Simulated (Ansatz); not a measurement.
Caution, from a PySCF single point (TPSSh-D3(BJ)/def2-TZVPD) at this geometry: the highest occupied level lies above zero, so the state may not be bound.

Species: C₃H₃, SMILES `C#C[CH2-]` (charge -1, multiplicity 1).

Give a relaxed geometry from Ansatz (an electronic-structure program) with PBE0-D3(BJ)/def2-TZVPD.

the end point of this relaxation (outside a Z-matrix the atoms follow the SMILES, hydrogens last).
Cartesian coordinates (Å) in one orientation:
```xyz
6

C      1.587    -0.319     0.013
C      0.327    -0.128     0.003
C     -1.019    -0.063    -0.008
H      2.285     0.520     0.015
H     -1.582    -0.046    -0.938
H     -1.596    -0.037     0.914
```
